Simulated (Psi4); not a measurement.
Method: Psi4 with SAPT0/jun-cc-pVDZ, all electrons correlated.

Psi4 input:

```
molecule {
0 1
Si -0.13040840 0.00556795 -0.02307528
Cl 1.90249668 -0.08120827 0.33673908
H -0.84068527 -0.40510981 1.20368635
H -0.48303109 1.39273614 -0.38293444
H -0.44837193 -0.91198600 -1.13441570
--
1 1
Li 3.96849520 -0.16275792 0.75817979
units angstrom
symmetry c1
no_reorient
no_com
}
set basis jun-cc-pvdz
set scf_type df
set freeze_core false
energy('sapt0')
```

Part of the output:

```
    SAPT Results
  --------------------------------------------------------------------------------------------------------
    Electrostatics                 -8.28630363 [mEh]      -5.19973403 [kcal/mol]     -21.75568718 [kJ/mol]
      Elst10,r                     -8.28630363 [mEh]      -5.19973403 [kcal/mol]     -21.75568718 [kJ/mol]

    Exchange                       16.37874896 [mEh]      10.27782014 [kcal/mol]      43.00239948 [kJ/mol]
      Exch10                       16.37874896 [mEh]      10.27782014 [kcal/mol]      43.00239948 [kJ/mol]
      Exch10(S^2)                  16.30847986 [mEh]      10.23372562 [kcal/mol]      42.81790797 [kJ/mol]

    Induction                     -29.70738708 [mEh]     -18.64166683 [kcal/mol]     -77.99673403 [kJ/mol]
      Ind20,r                     -38.43337369 [mEh]     -24.11730610 [kcal/mol]    -100.90680871 [kJ/mol]
      Exch-Ind20,r                  9.77200011 [mEh]       6.13202264 [kcal/mol]      25.65638274 [kJ/mol]
      delta HF,r (2)               -1.04601350 [mEh]      -0.65638338 [kcal/mol]      -2.74630806 [kJ/mol]

    Dispersion                     -0.26975654 [mEh]      -0.16927478 [kcal/mol]      -0.70824569 [kJ/mol]
      Disp20                       -0.29859246 [mEh]      -0.18736960 [kcal/mol]      -0.78395440 [kJ/mol]
      Exch-Disp20                   0.02883592 [mEh]       0.01809482 [kcal/mol]       0.07570871 [kJ/mol]
      Disp20 (SS)                  -0.14929623 [mEh]      -0.09368480 [kcal/mol]      -0.39197720 [kJ/mol]
      Disp20 (OS)                  -0.14929623 [mEh]      -0.09368480 [kcal/mol]      -0.39197720 [kJ/mol]
      Exch-Disp20 (SS)              0.02041599 [mEh]       0.01281123 [kcal/mol]       0.05360217 [kJ/mol]
      Exch-Disp20 (OS)              0.00841994 [mEh]       0.00528359 [kcal/mol]       0.02210654 [kJ/mol]

  Total HF                        -21.61494174 [mEh]     -13.56358072 [kcal/mol]     -56.75002173 [kJ/mol]
  Total SAPT0                     -21.88469828 [mEh]     -13.73285550 [kcal/mol]     -57.45826742 [kJ/mol]
```
